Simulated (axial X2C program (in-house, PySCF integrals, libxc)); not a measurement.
## HgB: bond constants with and without spin–orbit coupling

Calculated with an in-house all-electron X2C program for linear molecules (integrals from PySCF). Spin-free means the one-electron spin-free X2C Hamiltonian; two-component (2c) means X2C with spin–orbit coupling and atomic mean-field two-electron Coulomb and Gaunt terms, so the difference of the two also holds small scalar two-electron terms. Basis: Hg dyall-cv3z [13s14p9d6f4g], B dyall-v3z [7s6p2d1f] (cores contracted in-house); Gaussian nuclei, density fitting, unrestricted open shells. Masses: Hg 201.971 u, B 11.009 u.

The run was started with this input:
```json
{"zs": [80, 5], "q": 0, "bas": ["dyall-cv3z", "dyall-v3z"], "levels": ["PBE0", "HF", "BLYP"], "cc": true, "r0": 2.18, "thr": -2.0, "nmax": 90, "npts": 10, "nst": 2, "ntry": 6}
```
```bash
python so2c.py task.json out
```

Keys: zs atomic numbers; q charge; bas basis sets; levels methods; cc coupled cluster on or off; r0 starting distance in Å; thr threshold in hartree for freezing inner shells (an s shell follows its p shell); nmax most natural virtual spinors; npts points on the curve; nst determinants followed; ntry starts of the search. HF also brings MP2.

State, spin-free: M_S = 1/2, Λ = 1 (beyond evenly filled blocks: π+α); electrons by block: σα: 16, σβ: 16, π+α: 9, π+β: 8, π-α: 8, π-β: 8, δ+α: 4, δ+β: 4, δ-α: 4, δ-β: 4, φ+α: 1, φ+β: 1, φ-α: 1, φ-β: 1. Fragments: Hg + B.

State, 2c: Ω = 1/2 (⟨Sz⟩ = -0.46, ⟨Lz⟩ = 0.96 at PBE0); electrons by block: 1/2: 25, -1/2: 24, 3/2: 12, -3/2: 12, 5/2: 5, -5/2: 5, 7/2: 1, -7/2: 1. Fragments: Hg + B.

| Hamiltonian | level | Re (Å) | ωe (cm⁻¹) | ωexe (cm⁻¹) | Be (cm⁻¹) | αe (cm⁻¹) | De (eV) | D0 (eV) | μ (D) |
| --- | --- | --- | --- | --- | --- | --- | --- | --- | --- |
| spin-free | PBE0 | 2.317 | 280.0 | 5.35 | 0.3008 | 0.00632 | 0.323 | 0.306 | -1.60 |
| spin-free | BLYP | 2.324 | 270.2 | n/a | 0.2991 | 0.00675 | 0.203 | 0.186 | -1.37 |
| 2c | PBE0 | 2.243 | 319.8 | 5.77 | 0.3208 | 0.00633 | 0.421 | 0.401 | -1.47 |
| 2c | BLYP | 2.248 | 315.2 | 5.89 | 0.3195 | 0.0065 | 0.316 | 0.296 | -1.22 |

Dipoles are positive if B is the positive end.

The state is one determinant whose occupation by symmetry is held fixed; it was picked as the lowest of a PBE0 search that is not exhaustive. De is counted from the lowest determinant-based energies of the atoms at the same level, without counterpoise correction. Density functionals use the spin component along the axis (collinear). In 2c an atomic determinant is not the ground J level, so De misses part of the atomic spin–orbit lowering. This holds for PBE0, BLYP. Without a current term, density functionals place determinants with orbital angular momentum somewhat too high. The atomic limit has a lower orbital projection than the molecule and lies lower at mean-field level, so De may be about a tenth of an eV too small. The bond is weak and the correlated curve of this state has no minimum in the scanned range, so this well may be an artefact of the functional.

No reliable constants came from CCSD (2c), CCSD (spin-free), CCSD(T) (2c), CCSD(T) (spin-free), HF (2c), HF (spin-free), MP2 (2c), MP2 (spin-free): no minimum in range, unconverged points, a curve that is not smooth, a change of character along it, or the two Hamiltonians disagreeing along it.

Rough cost a point (2c) on 1 thread(s) of a shared host, integrals apart: PBE0 3 s, BLYP 1.1 s.

The whole task took 4.6 min on 1 thread of Arm Neoverse V1 (shared host).
